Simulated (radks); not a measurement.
Task: Neutral vanadium: order these configurations by energy. Calculated with a radial shooting solver on a logarithmic mesh with Libxc functionals: Dirac Kohn-Sham, BLYP, spin-unpolarised, spherical densities, finite nucleus; Fermi nuclear charge, rms radius of each element as measured or else 0.836 A^(1/3) + 0.57 fm. Sub-shells are occupied by j as written (lower j first in brackets). [Ar] 3d(3/2: 2, 5/2: 0) 4s2 4p(1/2: 1, 3/2: 0); [Ar] 3d(3/2: 3, 5/2: 0) 4s1 4p(1/2: 1, 3/2: 0); [Ar] 3d(3/2: 3, 5/2: 0) 4s2; [Ar] 3d(3/2: 4, 5/2: 0) 4s1.

Result: From the lowest, in eV above it: [Ar] 3d(3/2: 3, 5/2: 0) 4s2 0.000; [Ar] 3d(3/2: 4, 5/2: 0) 4s1 0.588; [Ar] 3d(3/2: 3, 5/2: 0) 4s1 4p(1/2: 1, 3/2: 0) 3.342; [Ar] 3d(3/2: 2, 5/2: 0) 4s2 4p(1/2: 1, 3/2: 0) 5.798.
